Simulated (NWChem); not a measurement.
System: C4H4OS; SMILES Oc1cscc1

```xyz
10

O      0.3413     2.3354     0.0000
C      0.0864     1.0100     0.0000
C     -1.2167     0.4233     0.0000
C     -1.1694    -0.9453     0.0000
S      0.4416    -1.5250     0.0000
C      1.0865     0.0678     0.0000
H     -0.4912     2.8171     0.0000
H     -2.1457     0.9979     0.0000
H     -2.0062    -1.6422     0.0000
H      2.1592     0.2483     0.0000
```
Atoms are numbered in this order, from 1.

Program: NWChem. Coordinates come from a PBE0/def2-SVP optimisation. Level: PBE0/def2-SVP with COSMO at NWChem's default radii, gas-phase geometry; rows give the dielectric constant.

```tsv
dielectric constant	electrostatic solvation energy (kcal/mol)	dipole in solution (D)
2.4	-4.0	2.30
4.8	?	?
37.5	-7.0	2.66
46.7	-7.1	2.67
78.4	-7.1	2.68
```

Q: Fill in the missing entries.

A: 
- 4.8, electrostatic solvation energy (kcal/mol): -5.6
- 4.8, dipole in solution (D): 2.48
